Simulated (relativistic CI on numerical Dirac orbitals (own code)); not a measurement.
One change at a time: Cs

Base calculation: Dirac-Coulomb-Breit CI, orbitals from a KLI potential per configuration, QED by a radiative potential, valence Slater integrals scaled by 0.85, P86 correlation energy added to each configuration.

Configuration list (outside the closed core [Xe]): 6s, 6p, 5d, 7s, 7p, 6d, 8s, 8p, 7d, 5f, 9s, 5g, 4f, 9p, 8d, 10s, 10p. Levels of other configurations are missing.

Variants: (1) no correlation estimate; (2) valence Slater integrals scaled by 0.75; (3) Breit term removed; (4) one mean potential for all configurations. Shifts of the energy above 6s 2S_1/2, in cm⁻¹, for the lowest level and the first level of each name with at least 55 % of one term (blank where a level changes its place among those of its configuration and J or its character, or is not in the variant):

```
     Level     Base     Δ(1)  Δ(2)   Δ(3)    Δ(4)  Measured
 6s 2S_1/2      0.0      0.0   0.0    0.0     0.0       0.0
6p 2P°_1/2   9981.8   -776.1   0.0   -9.0  +437.5   11178.3
6p 2P°_3/2  10362.6   -776.2   0.0   -2.3  +455.0   11732.3
 5d 2D_5/2  14286.0   -363.9   0.0  +21.7  -164.6   14596.8
 5d 2D_3/2  14361.9   -364.5   0.0  +15.9  -148.0   14499.3
 7s 2S_1/2  17504.1  -1607.4   0.0   +0.4  +413.9   18535.5
7p 2P°_1/2  20795.0  -2061.8   0.0   -3.3  +587.8   21765.3
7p 2P°_3/2  20919.4  -2061.8   0.0   -0.4  +605.4   21946.4
 6d 2D_5/2  21756.1  -1596.4   0.0  +14.2  +275.0   22631.7
 6d 2D_3/2  21825.0  -1596.3   0.0   +9.9  +245.7   22588.8
 8s 2S_1/2  23438.2  -2287.7   0.0   +0.2  +608.4          
4f 2F°_7/2  24599.8  -3582.2   0.0   +0.7  +735.9          
4f 2F°_5/2  24600.6  -3582.2   0.0   +0.7  +735.4          
8p 2P°_1/2  24989.8  -2576.7   0.0   -1.5  +658.6
```

Correlation outside the listed configurations is missing or only estimated: errors of thousands of cm⁻¹ between configurations and terms are usual at this charge. Rates and lifetimes follow the computed energies and can be off by large factors. The fine structure of a lone outer electron comes out too small, for d and f at times inverted, and misplaced configurations move strength between like terms. 9 of the 9 excited levels that our extract of the measured tables holds in this range could be paired (the sources list more); they are missed by 854 cm⁻¹ on average and 1370 at most, and levels without a partner can miss by more.

Measured levels: NIST Handbook of Basic Atomic Spectroscopic Data (Sansonetti and Martin, J. Phys. Chem. Ref. Data 34, 1559 (2005)).

Ionisation energy from the two ground configurations alone: base 3.898 eV; no correlation estimate 3.455 eV. The NIST ASD value (measured) is 3.89391 eV.
